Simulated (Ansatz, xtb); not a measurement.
Molecule: BO2, net charge 0, doublet state. It need not be the lowest isomer of its formula. 
Coordinates optimised at B3LYP-D3(BJ)/def2-TZVP (Ansatz, a first-principles code):
```
B
O 1 1.2612
O 1 1.2612 2 180.00
```
Charge 0, spin multiplicity 2.

Harmonic wavenumbers from GFN2-xTB (xtb, at its own minimum), cm⁻¹: 395, 395, 1145, 1810.

Question: Give the harmonic wavenumbers at B3LYP-D3(BJ)/def2-TZVP (Ansatz, finite differences of forces, unscaled).

Answer: 425, 511, 1089, 1469 cm⁻¹. Zero-point energy 5.0 kcal/mol.

Question: From these and the geometry, give the ideal-gas thermochemistry at 298.15 K and 1 atm (rigid rotor, harmonic oscillator).

Answer: Point group D∞h, rotational symmetry number 2. Rotational constants 9.929, 9.929 GHz. S(trans) 37.19, S(rot) 13.41, S(vib) 1.58, S(elec, spin only) 1.38, S 53.6 cal/(mol K). H(298) - H(0) 2.41 kcal/mol; G - E(el) -8.6 kcal/mol.
